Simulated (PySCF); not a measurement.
## The first ionisation energy along group 11

All values are computed (PySCF 2.14, energy differences of UHF-based or UKS calculations, no spin-orbit coupling). Values in eV. The last column holds reference values (NIST; (s) semi-empirical, (t) theoretical, else measured). Unmarked ones compare directly (S terms, centres of terms, or small fine structure); those marked * lie between the lowest fine-structure levels and include a spin-orbit shift.

```csv
element,configurations,UHF,MP2 (valence),SCS-MP2 (valence),CCSD (valence),CCSD(T) (valence),reference
"Cu (def2-TZVP, non-relativistic)",[Ar] 3d10 4s1 → [Ar] 3d10,6.442,7.161,7.044,7.055,7.157,7.726
"Ag (def2-TZVP with the def2 core potential (28 electrons), ECP)",[Kr] 4d10 5s1 → [Kr] 4d10,6.359,7.060,6.945,7.003,7.052,7.576
"Au (def2-TZVP with the def2 core potential (60 electrons), ECP)",[Xe] 4f14 5d10 6s1 → [Xe] 4f14 5d10,7.684,8.876,8.717,8.712,8.740,9.226
```

```csv
method,elements,mean error (eV),mean absolute error (eV),largest error (eV)
UHF,3,-1.348,1.348,-1.542
MP2 (valence),3,-0.477,0.477,-0.566
SCS-MP2 (valence),3,-0.608,0.608,-0.683
CCSD (valence),3,-0.586,0.586,-0.672
CCSD(T) (valence),3,-0.526,0.526,-0.569
```

Errors include the incompleteness of the basis and the frozen core.

"Valence" correlates the outer s and p shells and, in groups 3 to 12 and the f block, the outer d or f shell, open or full, or the next shell where the ion has no valence electron left; the wider scheme adds the next inner shell.
